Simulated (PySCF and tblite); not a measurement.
Results of a calculation; reference values are marked as such.
Molecule: C₅H₉GeN, numbered as in [CH:1]#[C:2][C@:3]1([CH3:4])[CH2:5][GeH2:6][NH:7]1; H are named by their carrier, a and b as at the first point (Å):

```
C1      -0.553    2.829   -0.321
C2      -0.240    1.687   -0.149
C3       0.105    0.293    0.068
C4       1.622    0.157    0.196
C5      -0.455   -0.638   -1.034
Ge6     -1.081   -1.823    0.424
N7      -0.622   -0.247    1.235
H1      -0.820    3.832   -0.477
H4a      2.111    0.534   -0.700
H4b      1.879   -0.893    0.334
H4c      1.980    0.727    1.053
H5a      0.302   -0.984   -1.733
H5b     -1.259   -0.160   -1.590
H6a     -0.272   -3.076    0.736
H6b     -2.539   -2.140    0.646
H7      -0.169   -0.072    2.120
```

The mean out-of-plane torsion at N7 (0° is planar) is held and the rest relaxed at GFN2-xTB. Energies: PBE0/pcSseg-1 + D3(BJ), IEF-PCM cyclohexane. Couplings: B3LYP/pcseg-1 with H pcJ-1 N pcJ-1, gas phase, for ¹H, ¹⁵N. Programs: tblite and PySCF.

Spin–orbit effects of heavy atoms are missing.

How do the most sensitive couplings change along the out-of-plane angle?


```
out-of-plane angle °  ¹J(N7,H7)  ²J(N7,H6b)  ²J(N7,H6a)  ⁴J(H5a,H7)  ³J(N7,H5a)  ⁴J(H5b,H7)  ³J(N7,H5b)  ²J(H6a,H6b)  ³J(H6a,H7)
                 -30      -76.1        -9.3         0.9         4.9        -5.9        -1.5         0.1         36.3        -1.1
                 -16      -86.8        -7.4        -0.5         3.9        -5.2        -0.6        -0.6         39.7        -3.1
                   0      -91.9        -3.8        -3.8         1.6        -2.9         1.2        -2.2         40.8        -3.3
                  16      -86.6        -0.5        -7.3        -0.6        -0.6         3.7        -4.8         39.6        -2.0
                  30      -76.7         0.8        -9.1        -1.5         0.0         4.1        -4.7         36.3        -0.5
```
Values in Hz.

Set ³J(H6a,H7) against its H–Ge–N–H torsion.

-103°: -0.5 Hz, -82°: -2.0 Hz, -65°: -3.3 Hz, -45°: -3.1 Hz, -27°: -1.1 Hz.
